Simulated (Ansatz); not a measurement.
Molecule: CH$_{3}$Se, charge 0, multiplicity 2. It need not be the lowest isomer of its formula. SMILES: C[Se]
Geometry from a B3LYP-D3(BJ)/def2-TZVP (Ansatz, a quantum-chemistry and plane-wave program) optimisation:
```xyz
5

C      0.7415    -1.2865    -0.3234
Se    -0.2139     0.3661     0.0914
H      1.7858    -1.1116    -0.0572
H      0.6798    -1.5062    -1.3862
H      0.3576    -2.1092     0.2745
```
Charge 0, spin multiplicity 2.

Parts of the frozen-core correlation energy in cc-pVQZ (Ansatz, hartree). Frozen orbitals: 15; correlated occupied orbitals by spin: 7 and 6; virtual: 191 and 192. Open shells are spin-unrestricted. No spin-orbit coupling. No relativistic terms.

```tsv
term	value
reference (HF)	-2439.50822
MP2 opposite-spin	-0.26189
MP2 same-spin	-0.06865
CCSD correlation	-0.35835
(T)	-0.01471
T1 diagnostic	0.011
largest doubles amplitude	0.035
<S^2> of the reference	0.763
```
